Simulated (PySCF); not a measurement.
C₃H₁₁GeNSi.
Atom-mapped SMILES: `[SiH3:1][NH:2][GeH2:3][CH:4]1[CH2:5][CH2:6]1` (hydrogens: H7, H8, H9 on Si1; H10 on N2; H11, H12 on Ge3; H13 on C4; H14, H15 on C5; H16, H17 on C6)

Level of theory: PBE0-D3(BJ)/def2-SVP geometry optimisation, gas phase (PySCF).

Some entries are withheld. Bonds in one row agree within 0.01 Å.

```csv
coordinate,value
Si1–N2,?
N2–Ge3,?
Ge3–C4,?
"C4–C5, C4–C6",1.508 Å
C5–C6,1.494 Å
"Si1–H7, Si1–H8, Si1–H9",1.498 Å
N2–H10,1.015 Å
"Ge3–H11, Ge3–H12",1.543 Å
C4–H13,1.095 Å
"C5–H14, C6–H17",1.093 Å
"C5–H15, C6–H16",1.095 Å
Si1–N2–Ge3,?
N2–Ge3–C4,111.7°
Ge3–C4–C5,120.0°
C5–C4–C6,?
C4–C5–C6,?
```

Task: Estimate the withheld lengths and angles.

Result: 
- Si1–N2 = 1.732 Å, drawn single (SiH3 silicon to silicon-bound nitrogen); 0.09 Å below the sum of covalent radii, 1.82 Å.
- N2–Ge3 = 1.843 Å, drawn single (ends: silicon-bound nitrogen; germanium bonded to C, N and 2 H); 0.07 Å below the sum of covalent radii, 1.91 Å.
- Ge3–C4 = 1.936 Å, drawn single (ends: germanium bonded to C, N and 2 H; sp3 carbon bound to germanium); 0.02 Å below the sum of covalent radii, 1.96 Å.
- Si1–N2–Ge3 = 126.2°, at the silicon-bound nitrogen; the outer atoms are 3.188 Å apart.
- C5–C4–C6 = 59.4°, at the sp3 carbon bound to germanium, inside a 3-membered ring; the outer atoms are 1.494 Å apart.
- C4–C5–C6 = 60.4°, at the three-membered-ring carbon, inside a 3-membered ring; the outer atoms are 1.509 Å apart.

Radii are Cordero's, carbon taken as 0.76, 0.73 or 0.69 Å for four, three, and two or fewer neighbours.

Whether it is a minimum is left open (no frequencies). The numbers are those of one conformer (Si1–N2–Ge3–C4 61°, N2–Ge3–C4–C5 -149°).
